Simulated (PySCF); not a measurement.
Species: C6H6BCl.
SMILES with atom numbers: `[BH2:1][c:2]1[cH:3][cH:4][c:5]([Cl:6])[cH:7][cH:8]1` (hydrogens: H9, H10 on B1; H11 on C3; H12 on C4; H13 on C7; H14 on C8)

Level of theory: PBE0-D3(BJ)/def2-SVP geometry optimisation, gas phase (PySCF).

(1) List the bond lengths and angles at this level.

## Answers

(1) 
| bond | length (pm) |
| --- | --- |
| B1–C2 | 153.9 |
| C2–C3, C2–C8 | 141.0 |
| C3–C4, C7–C8 | 138.9 |
| C4–C5, C5–C7 | 139.7 |
| C5–Cl6 | 172.7 |
| B1–H9, B1–H10 | 121.0 |
| C3–H11, C8–H14 | 109.3 |
| C4–H12, C7–H13 | 109.1 |

Bonds in one row agree within 1 pm and their mean is given. A selection of angles:
| angle | degrees |
| --- | --- |
| B1–C2–C3 | 121.3 |
| C3–C2–C8 | 117.4 |
| C2–C3–C4 | 121.8 |
| C3–C4–C5 | 118.8 |
| C4–C5–Cl6 | 119.3 |
| C4–C5–C7 | 121.3 |

B1 (three-coordinate boron) is planar (angles 120.3°, 120.3° and 119.5°, sum 360.0°, 0.00 Å off the plane of its three neighbours). The 8 heavy atoms lie in one plane (0.001 Å rms). The 6-membered ring C2–C3–C4–C5–C7–C8 has internal angles of 117.4° to 121.8°; it is planar, 0.00 Å rms from its mean plane, widest ring torsion 0°. The C–C distances run from 1.389 Å (C3–C4, aromatic) to 1.410 Å (C2–C8, aromatic), a spread of 0.021 Å.

Point group: C2v (tolerance 0.08 Å). No frequency check.
